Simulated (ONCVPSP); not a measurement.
## Hg (Z = 80) ONCV: all-electron and pseudo phase curves

* Element: mercury
* Generator: ONCVPSP 4.0.1
* Type: optimised norm-conserving Vanderbilt (ONCV)
* Functional: PW91
* Relativity: scalar-relativistic
* Frozen core: [Xe] 4f14
* Valence charge: 12
* Reference configuration: 5d10 6s1 (charge +1)
* Partial waves: 6s: rc 2.30 bohr, ncon 3, nbas 8, qcut 2.9 1/bohr, 2 projectors, debl 3.1 Ha; p scattering state at 0.21 Ha: rc 2.00 bohr, ncon 3, nbas 7, qcut 3.9 1/bohr, 2 projectors, debl 4 Ha; 5d: rc 2.20 bohr, ncon 4, nbas 9, qcut 7.4 1/bohr, 1 projector
* Local potential: polynomial inside 1.90 bohr (lpopt 3, dvloc0 2 Ha)
* Core correction: Teter function, fcfact 4.5, rcfact 1.3

In the p channel the program set the typed energies aside and used 0.050, 4.050 Ha.

The phase is arctan(r·R′/R) of the radial function R(r), unwrapped; energies in Ha, scanned from -2 to 5 Ha. A pole is an energy at which the radial function vanishes at the test radius. The pseudo phase is shifted by a multiple of π to meet the all-electron one at the reference energy, and phase errors are pseudo minus all-electron; the curves can meet again beyond the range given. Levels narrower than the energy grid can be missing from the lists of poles.

| channel | radius (bohr) | reference energy (Ha) | poles, all-electron | poles, pseudo | unbroken range about the reference energy with phases within 0.05 rad | phase error 1 Ha above the reference energy (rad) |
| --- | --- | --- | --- | --- | --- | --- |
| s | 2.34 | -0.54 | 0.82 | 0.81, 3.43 | below 2.9 | -0.002 |
| p | 2.04 | 0.05 | 3.34 | 3.31 | -1.6 to 5.0 | -0.013 |
| d | 2.23 | -0.70 | -0.40, 4.17 | -0.39, 4.94 | below 0.6 | +0.025 |

Note: no bound ghost flagged; GHOST(+) flagged for s at 93.4 eV, p at 149.7 eV.

Phases in the d channel:

```csv
E (Ha),all-electron,pseudo
-1.98,1.209,1.212
-1.80,1.167,1.170
-1.62,1.106,1.111
-1.44,1.009,1.015
-1.26,0.825,0.834
-1.08,0.385,0.399
-0.90,-0.556,-0.549
-0.72,-1.200,-1.200
-0.54,-1.459,-1.458
-0.36,-1.593,-1.590
-0.18,-1.684,-1.677
0.00,-1.758,-1.747
0.18,-1.830,-1.812
0.36,-1.909,-1.881
0.54,-2.008,-1.961
0.72,-2.143,-2.064
0.90,-2.349,-2.207
1.08,-2.678,-2.422
1.26,-3.156,-2.751
1.44,-3.638,-3.195
1.62,-3.973,-3.628
1.80,-4.178,-3.938
1.98,-4.309,-4.138
2.16,-4.397,-4.269
2.34,-4.461,-4.359
2.52,-4.509,-4.424
2.70,-4.547,-4.474
2.88,-4.578,-4.513
3.06,-4.604,-4.545
3.24,-4.627,-4.572
3.42,-4.646,-4.594
3.60,-4.664,-4.614
3.78,-4.681,-4.631
3.96,-4.696,-4.646
4.14,-4.710,-4.660
4.32,-4.725,-4.673
4.50,-4.739,-4.685
4.68,-4.753,-4.697
4.86,-4.767,-4.707
```
